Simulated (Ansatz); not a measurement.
Gas-phase electronic energies from Ansatz, PBE0-D4/def2-TZVP geometries. CBS: MP2 limit from def2 TZ/QZ plus the TZ coupled-cluster correction, frozen cores. This one scheme is used for every species. Functionals use def2-TZVPP. One conformer a species, not always the lowest.

`C=C[SiH2]N[SiH2]O` + `CC` → `CC[SiH2]O` + `C=C[SiH2]N`  (formal exchange of groups at the Si–N bond)

| level | ΔE (kcal/mol) |
| --- | --- |
| r2SCAN-D4 | 19.7 |
| PBE0-D4 | 18.9 |
| ωB97X-V | 19.4 |
| B2PLYP | 19.7 |
| PBE | 17.2 |
| r2SCAN | 19.3 |
| CCSD/def2-TZVPP | 20.1 |
| CCSD(T)/def2-TZVPP | 20.1 |

Q: What does CCSD(T)/CBS give? (Best estimate.)

A: Ansatz gave: +20.0 kcal/mol. The listed levels differ from it by -0.3, -1.1, -0.6, -0.3, -2.8, -0.7, 0.1, 0.1 kcal/mol.

Largest T1 diagnostic among the species: 0.011.

The D4 term adds +1.5 kcal/mol with B3LYP and +0.9 kcal/mol with PBE0; it sums over pairs of atoms, weighted by their polarisabilities, and B3LYP, whose exchange is more repulsive, gets the larger term. From PBE to PBE0 (25 % exact exchange), in def2-TZVPP and without D4, ΔE moves by +0.8 kcal/mol.

B3LYP here is the variant with VWN-RPA as its local correlation; programs differ in this.
